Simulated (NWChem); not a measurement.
The numbers come from NWChem runs, not from measurements. System: C$_{2}$H$_{4}$Si, charge 1, spin multiplicity 2, at the geometry of a parent with another charge or spin, in a state set for the comparison that need not be this species' ground state. Its SCF solution wasn't tested for a lower state. Level: UB3LYP/pcseg-1, VWN1-RPA local correlation.

NWChem printed:

```
             Northwest Computational Chemistry Package (NWChem) 7.3.0
             --------------------------------------------------------

                                NWChem Input Module
                                -------------------

 Scaling coordinates for geometry "geometry" by  1.889725989
 (inverse scale =  0.529177249)

 Turning off AUTOSYM since
 SYMMETRY directive was detected!

                             Geometry "geometry" -> ""
                             -------------------------

 Output coordinates in angstroms (scale by  1.889725989 to convert to a.u.)

  No.       Tag          Charge          X              Y              Z
 ---- ---------------- ---------- -------------- -------------- --------------
    1 Si                  14.0000     0.95336300    -0.48258900     0.00000000
    2 C                    6.0000    -0.68625800     0.34751400     0.00000000
    3 C                    6.0000    -1.78246100     0.90222800     0.00000000
    4 H                    1.0000     1.08497200    -1.34213600     1.22524500
    5 H                    1.0000     1.08497200    -1.34213600    -1.22524500
    6 H                    1.0000     2.04371900     0.55109500     0.00000000
    7 H                    1.0000    -2.74842600     1.39097600     0.00000000

 Effective nuclear repulsion energy (a.u.)      82.0079488343

            Nuclear Dipole moment (a.u.)
            ----------------------------
        X                 Y               Z
 ---------------- ---------------- ----------------
     0.0000094486     0.0000094486     0.0000000000

      Symmetry information
      --------------------

 Group name             Cs
 Group number              2
 Group order               2
 No. of unique centers     6

      Symmetry unique atoms

     1    2    3    4    6    7


 Summary of "ao basis" -> "" (spherical)
 ------------------------------------------------------------------------------
       Tag                 Description            Shells   Functions and Types
 ---------------- ------------------------------  ------  ---------------------
 *                          pcseg-1                   on all atoms

                                 NWChem DFT Module
                                 -----------------

 Summary of "ao basis" -> "ao basis" (spherical)
 ------------------------------------------------------------------------------
       Tag                 Description            Shells   Functions and Types
 ---------------- ------------------------------  ------  ---------------------
 Si                         pcseg-1                  8       18   4s3p1d
 C                          pcseg-1                  6       14   3s2p1d
 H                          pcseg-1                  3        5   2s1p

 Summary of "ao basis" -> "ao basis" (spherical)
 ------------------------------------------------------------------------------
       Tag                 Description            Shells   Functions and Types
 ---------------- ------------------------------  ------  ---------------------
 Si                         pcseg-1                  8       18   4s3p1d
 C                          pcseg-1                  6       14   3s2p1d
 H                          pcseg-1                  3        5   2s1p

      Symmetry analysis of basis
      --------------------------

        a'         46
        a"         20

            General Information
            -------------------
          SCF calculation type: DFT
          Wavefunction type:  spin polarized.
          No. of atoms     :     7
          No. of electrons :    29
           Alpha electrons :    15
            Beta electrons :    14
          Charge           :     1
          Spin multiplicity:     2
          Use of symmetry is: on ; symmetry adaption is: on
          Maximum number of iterations: 100
          AO basis - number of functions:    66
                     number of shells:    32
          Convergence on energy requested:  1.00D-06
          Convergence on density requested:  1.00D-05
          Convergence on gradient requested:  5.00D-04

              XC Information
              --------------
                         B3LYP Method XC Potential
[...]

 Vector   18  Occ=0.000000D+00  E=-1.676306D-01  Symmetry=a'
              MO Center=  9.0D-01, -4.5D-01,  5.9D-15, r^2= 5.4D+00
   Bfn.  Coefficient  Atom+Function         Bfn.  Coefficient  Atom+Function
  ----- ------------  ---------------      ----- ------------  ---------------
    21      1.216377  2 C  s                 11      0.988563  1 Si px
    35     -0.561707  3 C  s                 12     -0.494577  1 Si py
     8      0.434030  1 Si px                58     -0.289055  6 H  s
    48     -0.282597  4 H  s                 53     -0.282597  5 H  s
    63      0.268401  7 H  s                 20      0.219712  2 C  s

                     DFT Final Beta Molecular Orbital Analysis
                     -----------------------------------------

 Vector   12  Occ=1.000000D+00  E=-5.893842D-01  Symmetry=a"
              MO Center= -4.6D-01,  9.3D-02,  1.5D-14, r^2= 2.9D+00
   Bfn.  Coefficient  Atom+Function         Bfn.  Coefficient  Atom+Function
  ----- ------------  ---------------      ----- ------------  ---------------
    24      0.390300  2 C  pz                38      0.348937  3 C  pz
    10      0.299571  1 Si pz                27      0.204055  2 C  pz
    47      0.165742  4 H  s                 52     -0.165742  5 H  s
    41      0.145566  3 C  pz                 7     -0.117282  1 Si pz
    48      0.074461  4 H  s                 53     -0.074461  5 H  s

 Vector   13  Occ=1.000000D+00  E=-5.708825D-01  Symmetry=a'
              MO Center=  8.0D-01, -8.5D-02, -1.3D-14, r^2= 3.0D+00
   Bfn.  Coefficient  Atom+Function         Bfn.  Coefficient  Atom+Function
  ----- ------------  ---------------      ----- ------------  ---------------
     9      0.397174  1 Si py                57      0.310325  6 H  s
    23      0.209567  2 C  py                 8      0.188817  1 Si px
    47     -0.164687  4 H  s                 52     -0.164687  5 H  s
     6     -0.153821  1 Si py                58      0.146682  6 H  s
    37      0.145472  3 C  py                26      0.128130  2 C  py

 Vector   14  Occ=1.000000D+00  E=-5.407839D-01  Symmetry=a"
              MO Center=  2.6D-01, -4.9D-01,  1.7D-15, r^2= 3.8D+00
   Bfn.  Coefficient  Atom+Function         Bfn.  Coefficient  Atom+Function
  ----- ------------  ---------------      ----- ------------  ---------------
    10      0.386863  1 Si pz                38     -0.305845  3 C  pz
    47      0.287423  4 H  s                 52     -0.287423  5 H  s
    24     -0.240991  2 C  pz                41     -0.149931  3 C  pz
     7     -0.145998  1 Si pz                48      0.139225  4 H  s
    53     -0.139225  5 H  s                 27     -0.129975  2 C  pz

 Vector   15  Occ=0.000000D+00  E=-4.796409D-01  Symmetry=a'
              MO Center= -5.7D-01,  4.2D-01,  4.6D-15, r^2= 3.2D+00
   Bfn.  Coefficient  Atom+Function         Bfn.  Coefficient  Atom+Function
  ----- ------------  ---------------      ----- ------------  ---------------
    37      0.355873  3 C  py                23      0.343041  2 C  py
    57     -0.218413  6 H  s                 26      0.204534  2 C  py
    40      0.183052  3 C  py                36      0.181547  3 C  px
     9     -0.178570  1 Si py                22      0.169857  2 C  px
    58     -0.128788  6 H  s                 47      0.112564  4 H  s

 Vector   16  Occ=0.000000D+00  E=-2.549224D-01  Symmetry=a"
              MO Center= -9.1D-01,  4.3D-01, -4.7D-16, r^2= 3.0D+00
   Bfn.  Coefficient  Atom+Function         Bfn.  Coefficient  Atom+Function
  ----- ------------  ---------------      ----- ------------  ---------------
    41     -0.619266  3 C  pz                27      0.583365  2 C  pz
    38     -0.458173  3 C  pz                24      0.397662  2 C  pz
    48     -0.286244  4 H  s                 53      0.286244  5 H  s
    13      0.202153  1 Si pz                10      0.158017  1 Si pz
    47     -0.138537  4 H  s                 52      0.138537  5 H  s

 Vector   17  Occ=0.000000D+00  E=-2.405858D-01  Symmetry=a'
              MO Center= -8.6D-01,  4.7D-01,  2.3D-15, r^2= 3.3D+00
   Bfn.  Coefficient  Atom+Function         Bfn.  Coefficient  Atom+Function
  ----- ------------  ---------------      ----- ------------  ---------------
    40      0.578086  3 C  py                26     -0.515235  2 C  py
    37      0.396228  3 C  py                58      0.387030  6 H  s
    23     -0.316155  2 C  py                39      0.288019  3 C  px
    25     -0.263794  2 C  px                12     -0.226050  1 Si py
    36      0.199395  3 C  px                48     -0.186247  4 H  s

   alpha - beta orbital overlaps
   -----------------------------

   alpha      1      2      3      4      5      6      7      8      9     10
    beta      1      2      3      4      5      6      7      8      9     10
 overlap   1.000  1.000  1.000  1.000  1.000  1.000  1.000  1.000  0.999  0.999

   alpha     11     12     13     14     15     16     17     18     19     20
    beta     11     13     12     15     14     17     16     18     19     21
 overlap   0.992  0.821  0.999  0.828  0.999  0.994  1.000  0.998  0.991  0.989

   alpha     21     22     23     24     25     26     27     28     29     30
    beta     20     22     23     24     25     26     27     29     28     31
 overlap   1.000  0.999  0.982  0.981  1.000  0.997  0.997  0.996  1.000  0.984

   alpha     31     32     33     34     35     36     37     38     39     40
    beta     30     32     34     33     35     36     38     37     39     40
 overlap   1.000  0.921  0.904  1.000  1.000  0.999  0.999  1.000  0.994  0.993

   alpha     41     42     43     44     45     46     47     48     49     50
    beta     41     42     43     44     46     45     48     47     49     50
 overlap   0.997  1.000  0.999  0.999  1.000  1.000  0.999  1.000  0.998  0.994

   alpha     51     52     53     54     55     56     57     58     59     60
    beta     52     53     51     55     54     56     57     58     59     60
 overlap   0.934  0.994  0.933  0.995  0.994  0.994  0.995  0.997  1.000  0.999

   alpha     61     62     63     64     65     66
    beta     61     62     64     63     65     66
 overlap   0.999  1.000  1.000  1.000  1.000  1.000

     --------------------------
     Expectation value of S2:
     --------------------------
      <S2> =      0.7546 (Exact =     0.7500)

 center of mass
 --------------
 x =  -0.04979221 y =   0.02522200 z =   0.00000000

 moments of inertia (a.u.)
 ------------------
          95.118283499763         145.217355557062           0.000000000000
         145.217355557062         308.496758878915           0.000000000000
           0.000000000000           0.000000000000         382.003355435954

     Multipole analysis of the density
     ---------------------------------

     L   x y z        total         alpha         beta         nuclear
     -   - - -        -----         -----         ----         -------
     0   0 0 0      1.000000    -15.000000    -14.000000     30.000000

     1   1 0 0     -0.819097      0.165001     -0.984108      0.000009
     1   0 1 0      0.562997     -0.162780      0.725768      0.000009
     1   0 0 1     -0.000000     -0.000000     -0.000000      0.000000

     2   2 0 0     -5.026126    -93.911020    -85.019792    173.904686
     2   1 1 0     -5.289803     39.748575     37.561229    -82.599607
     2   1 0 1     -0.000000      0.000000     -0.000000      0.000000
     2   0 2 0    -13.920310    -35.021869    -31.430068     52.531628
     2   0 1 1      0.000000      0.000000      0.000000      0.000000
     2   0 0 2    -18.001884    -14.821777    -13.902051     10.721944

 Task  times  cpu:        3.2s     wall:        3.2s

 Total times  cpu:        3.2s     wall:        3.2s
```

**Question.** Write an NWChem input that would produce this output.

**Answer.** Several could match; the one computed here: 
```
start mol
memory heap 200 mb stack 900 mb global 1100 mb
charge 1
geometry units angstroms nocenter noautoz
  Si     0.953363    -0.482589     0.000000
  C     -0.686258     0.347514     0.000000
  C     -1.782461     0.902228     0.000000
  H      1.084972    -1.342136     1.225245
  H      1.084972    -1.342136    -1.225245
  H      2.043719     0.551095     0.000000
  H     -2.748426     1.390976     0.000000
  symmetry group Cs
end
basis spherical
  * library pcseg-1
end
dft
  xc b3lyp
  odft
  mult 2
  semidirect memsize 60000000 filesize 0
  iterations 100
end
task dft energy
```
